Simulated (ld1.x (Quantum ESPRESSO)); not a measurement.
## Transferability test, RRKJ potential for cobalt (Co)

* Element: Co (Z = 27)
* Generator: ld1.x (Quantum ESPRESSO) 7.5
* Type: norm-conserving RRKJ (Kleinman–Bylander form)
* Functional: PBE
* Relativity: scalar-relativistic
* Frozen core: [Ne] 3s2
* Valence charge: 15
* Reference configuration: 3p6 3d7 4s2 4p0
* Partial waves: 3p (bound): rc 0.80 bohr; 3d (bound): rc 1.50 bohr; 4s (bound): rc 2.60 bohr
* Local potential: the s channel
* Core correction: Bessel-smoothed model core inside 0.65 bohr

Energies are relative to the spin-unpolarised reference configuration 3p6 3d7 4s2 4p0; without spin polarisation the order of configurations can differ from experiment.

(1) Give the all-electron excitation energy and the error of the potential for: 3p6 3d7 4s1 4p0; 3p6 3d7 4s0 4p0; 3p6 3d6 4s0 4p0; 3p6 3d8 4s0 4p0; 3p6 3d5 4s0 4p0; 3p6 3d8 4s1 4p0; 3p5 3d7 4s2 4p0.

Levels in the configuration 3p6 3d7 4s1 4p0:

```tsv
level	all-electron (eV)	pseudo (eV)
3p	-74.471	-74.402
3d	-16.959	-16.943
4s	-12.763	-12.769
```

## Answers

(1)

```csv
valence configuration,charge,ΔE all-electron (eV),error AE − PS (meV)
3p6 3d7 4s1 4p0,+1,9.030,-2.6
3p6 3d7 4s0 4p0,+2,25.816,-32
3p6 3d6 4s0 4p0,+3,61.686,-307
3p6 3d8 4s0 4p0,+1,6.471,-176
3p6 3d5 4s0 4p0,+4,117.038,-906
3p6 3d8 4s1 4p0,0,-1.203,-128
3p5 3d7 4s2 4p0,+1,73.523,-664
```

These tests converged, but a pseudo level misses the all-electron one widely, so the file describes the atom poorly there or has found another state: 3p6 3d6 4s0 4p0: empty 4p by 3.0 eV; 3p6 3d5 4s0 4p0: empty 4p by 4.8 eV.
